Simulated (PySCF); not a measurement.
disilazane (H₇NSi₂), singlet, at a GFN2-xTB geometry; PBE/6-31G (PySCF).

The PySCF input:
```python
from pyscf import gto, scf, dft

mol = gto.M(
    atom='''
Si    1.49303295   -0.29467355    0.37775681
N     0.07177708   -0.11245754   -0.59500001
Si   -1.52266963    0.35803387   -0.10940318
H     2.60085977   -0.44841929   -0.56612732
H     1.61644865    0.91435503    1.18804151
H     1.41022821   -1.47096761    1.25316965
H     0.11743383   -0.57014488   -1.49085173
H    -2.18929653   -0.69189990    0.67169837
H    -2.25767966    0.60314487   -1.35098125
H    -1.38552039    1.56409001    0.70310006
''',
    basis='6-31g',
    verbose=4,
    symmetry=True,
)

mf = dft.RKS(mol)
mf.xc = 'pbe'
mf.kernel()
mf.analyze()
```

It wrote (shortened):

```
PySCF version 2.14.0

[INPUT] verbose = 4
[INPUT] num. atoms = 10
[INPUT] num. electrons = 42
[INPUT] charge = 0
[INPUT] spin (= nelec alpha-beta = 2S) = 0
[INPUT] symmetry True subgroup None
[INPUT] Mole.unit = angstrom
[INPUT] Symbol           X                Y                Z      unit          X                Y                Z       unit  Magmom
[INPUT]  1 Si     1.493032950000  -0.294673550000   0.377756810000 AA    2.821423370451  -0.556852305653   0.713856912589 Bohr   0.0
[INPUT]  2 N      0.071777080000  -0.112457540000  -0.595000010000 AA    0.135639023221  -0.212513951242  -1.124387063013 Bohr   0.0
[INPUT]  3 Si    -1.522669630000   0.358033870000  -0.109403180000 AA   -2.877428578893   0.676585957618  -0.206742047356 Bohr   0.0
[INPUT]  4 H      2.600859770000  -0.448419290000  -0.566127320000 AA    4.914912653699  -0.847389647072  -1.069825586434 Bohr   0.0
[INPUT]  5 H      1.616448650000   0.914355030000   1.188041510000 AA    3.054645242923   1.727880587318   2.245073078515 Bohr   0.0
[INPUT]  6 H      1.410228210000  -1.470967610000   1.253169650000 AA    2.664945090036  -2.779725921006   2.368147426117 Bohr   0.0
[INPUT]  7 H      0.117433830000  -0.570144880000  -1.490851730000 AA    0.221917776459  -1.077417674523  -2.817301462034 Bohr   0.0
[INPUT]  8 H     -2.189296530000  -0.691899900000   0.671698370000 AA   -4.137170847161  -1.307501316614   1.269325957617 Bohr   0.0
[INPUT]  9 H     -2.257679660000   0.603144870000  -1.350981250000 AA   -4.266396234401   1.139778617736  -2.552984561923 Bohr   0.0
[INPUT] 10 H     -1.385520390000   1.564090010000   0.703100060000 AA   -2.618254077101   2.955701753068   1.328666551565 Bohr   0.0

nuclear repulsion = 157.31419063433
point group symmetry = Cs
symmetry origin: [-3.59947819e-09 -3.14954356e-09  1.79973914e-09]
symmetry axis x: [-0.24106571 -0.94321419  0.22854828]
symmetry axis y: [-0.09934248  0.25823808  0.96096002]
symmetry axis z: [ 0.965411   -0.20894996  0.15595358]
num. orbitals of irrep A' = 28
num. orbitals of irrep A" = 21
number of shells = 33
number of NR pGTOs = 142
number of NR cGTOs = 49
basis = 6-31g
ecp = {}

******** <class 'pyscf.dft.rks_symm.SymAdaptedRKS'> ********
method = SymAdaptedRKS
initial guess = minao
damping factor = 0
level_shift factor = 0
DIIS = <class 'pyscf.scf.diis.CDIIS'>
diis_start_cycle = 1
diis_space = 8
diis_damp = 0
SCF conv_tol = 1e-09
SCF conv_tol_grad = None
SCF max_cycles = 50
direct_scf = True
direct_scf_tol = 1e-13
XC library pyscf.dft.libxc version 7.1.2
    S. Lehtola, C. Steigemann, M. J. T. Oliveira, and M. A. L. Marques,  SoftwareX 7, 1–5 (2018)
XC functionals = pbe
    J. P. Perdew, K. Burke, and M. Ernzerhof,  Phys. Rev. Lett. 77, 3865 (1996)
    J. P. Perdew, K. Burke, and M. Ernzerhof,  Phys. Rev. Lett. 78, 1396 (1997)
    J. P. Perdew, K. Burke, and M. Ernzerhof,  Phys. Rev. Lett. 77, 3865 (1996)
    J. P. Perdew, K. Burke, and M. Ernzerhof,  Phys. Rev. Lett. 78, 1396 (1997)
radial grids:
    Treutler-Ahlrichs [JCP 102, 346 (1995); DOI:10.1063/1.469408] (M4) radial grids

becke partition: Becke, JCP 88, 2547 (1988); DOI:10.1063/1.454033
pruning grids: <function nwchem_prune>
grids dens level: 3
symmetrized grids: True
atomic radii adjust function: <function treutler_atomic_radii_adjust>
small_rho_cutoff = 0
Freeze 0 electrons in irreps []
    42 free electrons in irreps A' A"
Set gradient conv threshold to 3.16228e-05
Initial guess from minao.
tot grids = 120920
init E= -637.458264951849
HOMO (A') = -0.291890297495595  LUMO (A') = -0.0478879916208215  gap/eV = 6.63964
cycle= 1 E= -637.379399832387  delta_E= 0.0789  |g|= 0.539  |ddm|= 2.72
HOMO (A') = -0.0859614258950741  LUMO (A') = 0.0135588335786623  gap/eV = 2.70808
cycle= 2 E= -637.118376887001  delta_E= 0.261  |g|= 1.15  |ddm|= 1.84
HOMO (A') = -0.210295259747675  LUMO (A') = -0.0167936819975618  gap/eV = 5.26545
cycle= 3 E= -637.443637070241  delta_E= -0.325  |g|= 0.0726  |ddm|= 1.49
HOMO (A') = -0.198674182929693  LUMO (A') = -0.0117078586686359  gap/eV = 5.08761
cycle= 4 E= -637.445470039157  delta_E= -0.00183  |g|= 0.0169  |ddm|= 0.163
HOMO (A') = -0.200763719071368  LUMO (A') = -0.0135638841317927  gap/eV = 5.09397
cycle= 5 E= -637.445593568333  delta_E= -0.000124  |g|= 0.00313  |ddm|= 0.0351
HOMO (A') = -0.200546395912381  LUMO (A') = -0.0132265888923975  gap/eV = 5.09723
cycle= 6 E= -637.445597718553  delta_E= -4.15e-06  |g|= 0.000304  |ddm|= 0.00626
HOMO (A') = -0.200539167115676  LUMO (A') = -0.0132187958253738  gap/eV = 5.09725
cycle= 7 E= -637.445597758127  delta_E= -3.96e-08  |g|= 8.23e-05  |ddm|= 0.000816
HOMO (A') = -0.200537722677211  LUMO (A') = -0.0132162287627897  gap/eV = 5.09728
cycle= 8 E= -637.445597761251  delta_E= -3.12e-09  |g|= 1.26e-05  |ddm|= 0.000186
HOMO (A') = -0.200540724018447  LUMO (A') = -0.0132176829614632  gap/eV = 5.09732
cycle= 9 E= -637.445597761309  delta_E= -5.83e-11  |g|= 1.04e-06  |ddm|= 2.29e-05
HOMO (A') = -0.200541155297203  LUMO (A') = -0.0132178576914885  gap/eV = 5.09733
Extra cycle  E= -637.445597761312  delta_E= -2.39e-12  |g|= 1.89e-06  |ddm|= 4.16e-06
converged SCF energy = -637.445597761312
**** SCF Summaries ****
Total Energy =                        -637.445597761311660
Nuclear Repulsion Energy =             157.314190634330316
One-electron Energy =                -1193.733882826214312
Two-electron Energy =                  398.974094430572336
Two-electron Coulomb Energy =          449.985799253949324
DFT Exchange-Correlation Energy =      -51.011704823376995
HOMO-LUMO gap [eV] =                     5.097326561688443
Wave-function symmetry = A'
occupancy for each irrep:     A'   A"
                              12    9
**** MO energy ****
MO #1 (A' #1), energy= -65.4164811792002 occ= 2
MO #2 (A" #1), energy= -65.4164787660861 occ= 2
MO #3 (A' #2), energy= -13.972497003873 occ= 2
MO #4 (A" #2), energy= -5.07053813179518 occ= 2
MO #5 (A' #3), energy= -5.07053278948838 occ= 2
MO #6 (A' #4), energy= -3.48185673490921 occ= 2
MO #7 (A" #3), energy= -3.48185667602838 occ= 2
MO #8 (A' #5), energy= -3.48030622435412 occ= 2
MO #9 (A" #4), energy= -3.48030454222813 occ= 2
MO #10 (A" #5), energy= -3.47967884320708 occ= 2
MO #11 (A' #6), energy= -3.47967860859036 occ= 2
MO #12 (A' #7), energy= -0.763850661917353 occ= 2
MO #13 (A" #6), energy= -0.512347918077045 occ= 2
MO #14 (A' #8), energy= -0.488667432979836 occ= 2
MO #15 (A' #9), energy= -0.39978812379444 occ= 2
MO #16 (A" #7), energy= -0.343485557076956 occ= 2
MO #17 (A' #10), energy= -0.335060013537944 occ= 2
MO #18 (A' #11), energy= -0.308674466572642 occ= 2
MO #19 (A" #8), energy= -0.307434978083365 occ= 2
MO #20 (A" #9), energy= -0.302531866264306 occ= 2
MO #21 (A' #12), energy= -0.200541155297203 occ= 2
MO #22 (A' #13), energy= -0.0132178576914885 occ= 0
MO #23 (A" #10), energy= 0.0406889733258022 occ= 0
MO #24 (A' #14), energy= 0.0431200090139445 occ= 0
MO #25 (A" #11), energy= 0.0600882588231519 occ= 0
MO #26 (A' #15), energy= 0.0889692733625689 occ= 0
MO #27 (A" #12), energy= 0.0920836747142902 occ= 0
MO #28 (A' #16), energy= 0.101052002567743 occ= 0
MO #29 (A' #17), energy= 0.106187830690025 occ= 0
 ** Mulliken pop on meta-lowdin orthogonal AOs  **
 ** Mulliken pop  **
 ** Mulliken atomic charges  **
charge of    0Si =      0.44071
charge of    1N =     -0.71792
charge of    2Si =      0.44071
charge of    3H =     -0.05517
charge of    4H =     -0.06004
charge of    5H =     -0.08169
charge of    6H =      0.23030
charge of    7H =     -0.08169
charge of    8H =     -0.05517
charge of    9H =     -0.06004
Dipole moment(X, Y, Z, Debye): -0.02293, -0.49868, -0.52618
```
